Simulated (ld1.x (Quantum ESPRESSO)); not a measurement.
**u(r) = r·R(r): atom against pseudo-atom (Ru)**

Columns: radius, all-electron u(r) and pseudo u(r) of the 5s shell (level -3.39 eV) of ruthenium in the configuration [Ar] 3d10 4s2 4p6 4d8 5s0 5p0; PBEsol, scalar-relativistic, ultrasoft scheme, ld1.x (Quantum ESPRESSO) 7.5.

```
r (bohr)  all-electron   pseudo
   0.128       -0.0787  -0.2141
   0.255        0.1406  -0.3964
   0.382        0.1089  -0.5248
   0.510       -0.0580  -0.5857
   0.638       -0.1955  -0.5759
   0.765       -0.2520  -0.5061
   0.893       -0.2351  -0.3926
   1.020       -0.1689  -0.2578
   1.148       -0.0758  -0.1184
   1.275        0.0257   0.0100
   1.402        0.1254   0.1222
   1.530        0.2179   0.2181
   1.658        0.2995   0.2997
   1.785        0.3687   0.3687
   1.912        0.4262   0.4262
   2.040        0.4732   0.4732
   2.168        0.5101   0.5101
   2.295        0.5379   0.5379
   2.422        0.5579   0.5579
   2.550        0.5714   0.5714
   2.678        0.5790   0.5790
   2.805        0.5816   0.5816
   2.932        0.5801   0.5801
   3.060        0.5750   0.5750
   3.188        0.5670   0.5670
   3.315        0.5566   0.5566
```

(1) How many radial nodes do the two functions have?

(2) At about which radius was the pseudo-wave matched?

(3) Is the pseudo-wave norm-conserving?

## Answers

(1) The all-electron 5s function has n − l − 1 = 4 (the table is too coarse to show those close to the nucleus); the pseudo-wave has 1, since 1 lower shell of the same l stays in the valence.

(2) 1.75 bohr. The columns agree to 0.0005 from 1.53 bohr on; several derivatives are matched, so the curves merge somewhat inside the radius.

(3) No, it belongs to an ultrasoft set: the norm inside the radius is not constrained, and the difference is carried by the augmentation charge.
